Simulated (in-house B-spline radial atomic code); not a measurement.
How G0W0 and RPA depend on the start: neutral mercury

Configuration [Xe] 4f14 5d10 6s2. Computed with a B-spline radial code for spherical atoms: all electrons, scalar-relativistic (spin-free one-electron X2C), finite nucleus, each spin shell either full or empty, empty states to l = 9 with an (l + 1/2)⁻⁴ tail; G0W0 by contour deformation at full frequency.

Without the two-electron picture change, the correlation of inner shells comes somewhat too large for so heavy an element.

```tsv
start	mean-field 6s (eV)	G0W0 (eV)	QP weight	RPA correlation (Eh)
Hartree-Fock	-8.887	-10.369	0.949	-6.7386
LDA VWN5	-7.108	-10.707	0.876	-7.244
PBE	-6.799	-10.617	0.858	-7.2359
PBE0	-7.538	-10.581	0.906	-7.0986
r2SCAN	-7.025	-10.602	0.896	-7.1508
HSE06	-7.177	-10.576	0.889	-7.1114
B3LYP (VWN-RPA)	-7.520	-10.663	0.899	-7.1275
SCAN	-7.328	-10.704	0.904	-7.1635
TPSS	-6.722	-10.581	0.857	-7.2155
BHandHLYP	-8.240	-10.557	0.927	-6.9723
CAM-B3LYP	-8.815	-10.694	0.933	-7.069
LC-wPBE	-9.766	?	?	?
wB97X	-9.609	-10.662	0.947	-7.0406
PBEsol	-6.848	-10.637	0.865	-7.2395
BLYP	-6.772	?	?	?
r2SCAN0	-7.767	-10.562	0.920	-7.0417
LDA exchange-only	-6.012	-10.625	0.789	-7.2435
```

Question: What G0W0 level, weight and RPA correlation energy follow from the BLYP start?

Answer: G0W0 level -10.674 eV, weight 0.852, RPA correlation -7.2382 hartree.

Question: What G0W0 level, weight and RPA correlation energy follow from the LC-wPBE start?

Answer: G0W0 level -10.628 eV, weight 0.947, RPA correlation -7.072 hartree.

Question: How much of the dependence on the start does G0W0 remove?

Answer: The mean-field levels span 3.75 eV and the G0W0 levels 0.338 eV. Against 10.438 eV (NIST, measured) the G0W0 removal energies are off by -0.07 to +0.27 eV, with spin-orbit coupling, Breit and QED terms left out.
